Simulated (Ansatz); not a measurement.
`F[SiH2][TeH]` + `O[SiH2][SiH](Cl)Cl` → `F[SiH2][SiH](Cl)Cl` + `O[SiH2][TeH]`  (redistribution)

Computed with Ansatz on PBE0-D4/def2-TZVP structures; ΔE is electronic, products minus reactants. CCSD(T)/CBS adds triple-zeta CCSD(T) − MP2 to the extrapolated MP2 energy (def2 sets, frozen cores). Functionals use def2-TZVPP. Elements past krypton have def2 core potentials. For Te outer-core shells are correlated without core-valence functions, which leaves a few kJ/mol of doubt a bond. Each species was taken in one conformer, which may not be the lowest.

```
             level  ΔE (eV)
             BHLYP     0.02
       HF/def2-SVP     0.01
     HF/def2-TZVPP     0.00
CCSD(T)/def2-TZVPP     0.02
```

(1) What does CCSD(T)/CBS give? (An estimate is asked.)

Largest T1 diagnostic among the species: 0.011.

## Answers

(1) Ansatz gave: +0.02 eV. The listed levels differ from it by 0.00, -0.01, -0.02, 0.00 eV.

Leaving LDA and LC-ωPBE aside and taking each functional with its dispersion term where it has one, the values, not all of them listed here, spread over 0.02 eV, from BHLYP-D4 to B97M-V.
